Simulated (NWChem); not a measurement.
System: GeSiH$_{3}$Br, singlet; SMILES [SiH3][Ge][Br]

```xyz
6

Ge     0.9397    -0.5620     0.0000
Br    -0.2618     1.4630     0.0000
Si    -1.1507    -1.9069     0.0000
H     -0.8863    -3.3826     0.0000
H     -1.9554    -1.5717    -1.2183
H     -1.9554    -1.5717     1.2183
```
Atoms are numbered in this order, from 1.

Results from NWChem. Low-valent species are run as closed-shell singlets; no triplet was tried in these runs. Coordinates come from a PBE0/def2-SVP optimisation.

Q: Taking PBE0/def2-TZVPP as the yardstick, which of these has the fewest basis functions while keeping “dipole (D)” within 0.1 D of it: PBE0/def2-SVPD; PBE0/def2-SVP; PBE0/def2-TZVP?

A: PBE0/def2-SVPD.
| level | basis functions | dipole (D) |
|---|---|---|
| PBE0/def2-SVP | 97 | 1.44 |
| PBE0/def2-SVPD | 127 | 1.60 |
| PBE0/def2-TZVP | 151 | 1.59 |
| PBE0/def2-TZVPP | 180 | 1.59 |

The yardstick is one finite set, not the basis-set limit.
